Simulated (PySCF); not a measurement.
Si(F)(Cl)(Me)(OH) (CH4ClFOSi), SMILES C[Si](O)(F)Cl.

The structure is a stationary point at B3LYP-D3(BJ)/def2-SVP. This is a generated structure with no PubChem entry under its InChIKey; it may be hypothetical. The values are those of a single conformer.

Calculation: SMD-ωB97X/def2-SVP (PySCF).

Solvation free energies are E(SMD) − E(gas) at the gas-phase geometry, for 1 M in both phases. In vacuum the dipole moment is 1.18 D.

Rank water, dichloromethane, dimethylsulfoxide by solvation free energy, most negative first.

dichloromethane (-5.8 kcal/mol), dimethylsulfoxide (-4.9 kcal/mol), water (-4.3 kcal/mol)
